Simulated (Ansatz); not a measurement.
Mn2(F)4 (Mn2F4) was relaxed with PBE0-D4 (def2-SVP) in Ansatz in these states: charge +1 multiplicity 10, neutral multiplicity 11. The geometries follow in no particular order.

A:

Cartesian coordinates in Å:
```
Mn 0.1980 0.0581 1.5334
F 0.4108 0.1241 3.3123
F 0.1534 -1.2577 0.0281
Mn -0.1922 -0.0575 -1.5344
F -0.4314 -0.1262 -3.3098
F -0.1386 1.2592 -0.0296
```

B:

```csv
atom,x (Å),y (Å),z (Å)
Mn1,-0.5593,1.2673,0.7004
F2,-0.2449,2.9043,0.9162
F3,-1.1490,-0.4545,0.6440
Mn4,0.2368,-1.5041,-0.5476
F5,0.9670,-2.8501,-1.3833
F6,0.7494,0.6370,-0.3298
```

Judge from the bond lengths which geometry belongs to which state (an estimate).

A is the neutral multiplicity 11 (Mn1–F6 2.000 Å, Mn4–F6 2.000 Å, Mn1–F3 2.000 Å); B is the charge +1 multiplicity 10 (Mn1–F6 1.781 Å, Mn4–F6 2.212 Å, Mn1–F3 1.821 Å).
